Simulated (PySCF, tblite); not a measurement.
Compound: C₆H₁₃AlFN.
Numbering: `[CH3:1][N:2]([CH3:3])/[C:4]([F:5])=[CH:6]/[CH2:7][CH2:8][AlH2:9]` (hydrogens: H10, H11, H12 on C1; H13, H14, H15 on C3; H16 on C6; H17, H18 on C7; H19, H20 on C8; H21, H22 on Al9)

Jobs on this species (22 atoms, 78 electrons) with PySCF (density fitting) and tblite. Hardware of each: Arm Neoverse N1, one thread (shared host). Times come from a shared host and carry two figures at best.

| level and settings | work | basis functions | SCF cycles | wall time |
| --- | --- | --- | --- | --- |
| GFN2-xTB | Hessian by finite differences | – | – | ? |
| GFN2-xTB | L-BFGS relaxation | – | – | 3.2 s |
| PBE0/pcSseg-1 | shieldings, charges and field gradients, density and orbital grids written | 225 | 14 | 2.1 min |

Q: Fill in the missing figures.

A: 
- GFN2-xTB; Hessian by finite differences: 1.8 s

Q: What do all jobs in the table cost together?

A: About 2.2 min; the longest takes about 96 % of that, and about 70 times as long as the shortest.
